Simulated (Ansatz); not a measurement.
Ti3Se4⁺, relaxed as a doublet with UKS PBE-D4/def2-SVP in Ansatz, starting from the GFN1-xTB geometry. Force threshold 0.03 eV/Å.

Another isomer (doublet) lies 2.63 eV lower at PBE0-D4/def2-TZVP; other spin states weren't run for this one.

Start:

| atom | x (Å) | y (Å) | z (Å) |
| --- | --- | --- | --- |
| Ti1 | -2.0334 | -0.0116 | 0.6054 |
| Ti2 | 0.3159 | 1.4679 | 0.2315 |
| Ti3 | 0.4610 | -1.1538 | -0.1944 |
| Se4 | 2.8578 | -0.9506 | -0.1758 |
| Se5 | 1.7289 | 0.5749 | -1.6953 |
| Se6 | -1.8487 | 2.4370 | 0.6203 |
| Se7 | -1.4814 | -2.3638 | 0.6085 |

Q: Estimate the energy that the relaxation releases and the steps that it takes.

A: 108.6 kJ/mol, in 12 steps; 3.8 min on 4 threads of Arm Neoverse V1 on a shared host. No frequencies were taken in this run, so the end may be a saddle point.

Q: Does the start keep its bonding?

A: By distances, no bond broke or formed. The bond that changes most is Ti2–Se4, from 3.53 to 2.61 Å (atoms count from 1).

Q: Predict the relaxed structure.

A: 
```
atom   x (Å)   y (Å)   z (Å)
 Ti1  -1.717  -0.056   1.139
 Ti2   0.616   1.136   0.464
 Ti3   0.510  -1.258   0.191
 Se4   2.841  -0.117  -0.060
 Se5   1.153   0.153  -1.771
 Se6  -1.610   2.135   0.254
 Se7  -1.791  -1.993  -0.217
```
Bond lengths (bridged metal pairs left out): 8 × Se–Ti 2.37 to 2.61 Å; 1 × Se–Se 2.42 Å.
